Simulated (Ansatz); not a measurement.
A run for Ansatz (a quantum-chemistry and plane-wave program): U-CCSD(T)/def2-SVP on BH2I (SMILES BI), a point of a bond scan (R = 0.946 Å). Elements past Kr take the def2 small-core potentials; no spin–orbit coupling. The run froze 10 orbitals, filled d shells among them.

Ansatz 0.2 input:
```yaml
crystal:
  periodic: [false, false, false]
  atoms:
    - {symbol: B, position_ang: [-1.00687273, -1.52824232, 0.26334221]}
    - {symbol: H, position_ang: [-0.70148054, -2.14971245, 0.90799987]}
    - {symbol: H, position_ang: [-1.98651595, -1.65890826, -0.38610151]}
    - {symbol: I, position_ang: [0.14426438, 0.21896603, -0.03773158]}
basis:
  gaussian:
    orbitals: def2-SVP
correlation: {method: ccsd_t, electrons: outside_noble_gas}
scf: {omitted_lower_state_checks: [cluster_reference]}
magnetization: {spin_polarized: true, initial_magnetization: 0}
```

The log:

```
WARN ansatz: RAYON_NUM_THREADS=1 ignored (pool sized by the plan → 1); use --threads N
Functional definition: HF
these checks for a lower state are left out or cut short: cluster_reference
integrals: 0.03 GiB planned
581 factors; integrals over basis functions are off by at most 1.2e-3 eV
mean field: 0.14 GiB planned
mean field evaluation 1: about -8773.4659 eV, gradient 7.5e0 eV
mean field evaluation 2: about -8773.5108 eV, gradient 7.6e0 eV
mean field evaluation 4: about -8774.0288 eV, gradient 9.2e-1 eV
mean field evaluation 8: about -8774.0364 eV, gradient 2.0e-3 eV
mean field -8774.03644957 eV, -322.4398922663 hartree, gradient 1.1e-6 eV, S^2 0.000000; 0 other end points of the search recorded, 0 dependent functions left out
10 core orbitals not correlated
reference -8774.03644957 eV, -322.4398922663 hartree; 6, 6 occupied and 34, 34 virtual orbitals, 581 factors
second order -4.97086322 eV of doubles, -0.00000000 eV of singles
coupled cluster: 0.10 GiB planned
cycle   1  -5.47463024 eV  change   -5.0e-1 eV  update   6.6e-2
cycle   2  -5.64719858 eV  change   -1.7e-1 eV  update   2.1e-2
cycle   3  -5.68580809 eV  change   -3.9e-2 eV  update   1.3e-2
cycle   4  -5.68191619 eV  change    3.9e-3 eV  update   5.4e-3
cycle   5  -5.68091774 eV  change    1.0e-3 eV  update   1.7e-3
cycle   6  -5.68104696 eV  change   -1.3e-4 eV  update   3.5e-4
cycle   7  -5.68107563 eV  change   -2.9e-5 eV  update   9.4e-5
cycle   8  -5.68108528 eV  change   -9.6e-6 eV  update   2.3e-5
cycle   9  -5.68108043 eV  change    4.8e-6 eV  update   6.3e-6
perturbative correction -0.14275429 eV, -0.0052461233 hartree
Total energy: -8779.86028429 eV, -322.6539142447 hartree
Checks for a lower state left out: cluster_reference
```

The run converged.

Cost: very roughly 1.3 core-seconds.
